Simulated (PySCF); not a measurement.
The second ionisation energy along group 13

Calculated with PySCF 2.14 from differences of total energies of unrestricted determinants, without spin-orbit coupling. Values in eV. The last column holds reference values (NIST; (s) semi-empirical, (t) theoretical, else measured). Unmarked ones compare directly (S terms, centres of terms, or small fine structure); those marked * lie between the lowest fine-structure levels and include a spin-orbit shift.

```
                                                                              element                 configurations     LDA    PBE0  MP2 (valence)  SCS-MP2 (valence)  MP2 (valence and next inner shell)  SCS-MP2 (valence and next inner shell)  reference
 B (x2c-QZVPPall with one added diffuse shell each of s, p, d, f type, spin-free X2C)            [He] 2s2 → [He] 2s1  24.560  24.567         24.473             24.678                              24.497                                  24.698     25.155
Al (x2c-QZVPPall with one added diffuse shell each of s, p, d, f type, spin-free X2C)            [Ne] 3s2 → [Ne] 3s1  18.928  18.684         18.350             18.510                              18.556                                  18.671     18.829
Ga (x2c-QZVPPall with one added diffuse shell each of s, p, d, f type, spin-free X2C)  [Ar] 3d10 4s2 → [Ar] 3d10 4s1  21.166  20.443         19.494             19.643                              20.375                                  20.362     20.515
In (x2c-QZVPPall with one added diffuse shell each of s, p, d, f type, spin-free X2C)  [Kr] 4d10 5s2 → [Kr] 4d10 5s1  19.405  18.662         17.674             17.806                              18.903                                  18.820     18.870
```

| method | elements | mean error (eV) | mean absolute error (eV) | largest error (eV) |
| --- | --- | --- | --- | --- |
| LDA | 4 | 0.173 | 0.470 | 0.651 |
| PBE0 | 4 | -0.253 | 0.253 | -0.588 |
| MP2 (valence) | 4 | -0.844 | 0.844 | -1.196 |
| SCS-MP2 (valence) | 4 | -0.683 | 0.683 | -1.065 |
| MP2 (valence and next inner shell) | 4 | -0.260 | 0.276 | -0.658 |
| SCS-MP2 (valence and next inner shell) | 4 | -0.204 | 0.204 | -0.457 |

Errors include the incompleteness of the basis and the frozen core.

"Valence" correlates the outer s and p shells and, in groups 3 to 12 and the f block, the outer d or f shell, open or full, or the next shell where the ion has no valence electron left; the wider scheme adds the next inner shell.
